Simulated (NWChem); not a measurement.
Species: SiN2H4BrCl; SMILES [Si](Br)(N)(N)Cl

```xyz
9

N     -1.2904     1.0617    -1.3833
Si    -0.4398     0.5505     0.0006
N     -1.4797     0.6054     1.3461
Cl     1.2311     1.7770     0.0704
Br     0.3469    -1.5429    -0.0214
H     -2.1550     0.5975    -1.6391
H     -0.7831     1.4021    -2.1918
H     -1.9762     1.4635     1.5607
H     -1.2823     0.0526     2.1718
```
Atoms are numbered in this order, from 1.

Computed with NWChem. Geometry optimised at PBE0/def2-SVP; all other runs use it. This build's default masses of Se (78.918 u) and Br (79.917 u) are each other's, which moves their modes by up to 0.6 %.

```
quantity                                                                    level  value
-------------------------------------------------------  ------------------------  -----
cavity-dispersion-structure term (kcal/mol) in n-hexane        PBE0/def2-SVP, SMD   -1.4
vertical ionisation energy, ΔSCF (eV)                          CAM-B3LYP/def2-SVP  10.11
vertical, lowest state with f > 0.02, singlet (eV)       CAM-B3LYP/def2-SVPD, TDA   7.07
isotropic polarisability (bohr³), static                      CAM-B3LYP/def2-SVPD   75.6
dipole (D)                                                          PBE0/def2-SVP   2.62
highest harmonic frequency (cm⁻¹)                                   PBE0/def2-SVP   3723
```
